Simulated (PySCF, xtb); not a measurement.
ClH3O2Si, SMILES [SiH](O)(O)Cl.

GFN2-xTB (xtb) at its own geometry gives an orbital gap of 7.50 eV and a dipole moment of 1.98 D.

The structure is a stationary point at PBE0-D3(BJ)/def2-SVP. Other conformers were not sampled.

Question: What does r2SCAN/def2-TZVPD (PySCF) give? (An estimate is asked for; the answer gives what the named calculation found.)

Answer: gap 7.89 eV (levels -8.14 and -0.25 eV), dipole 1.34 D.
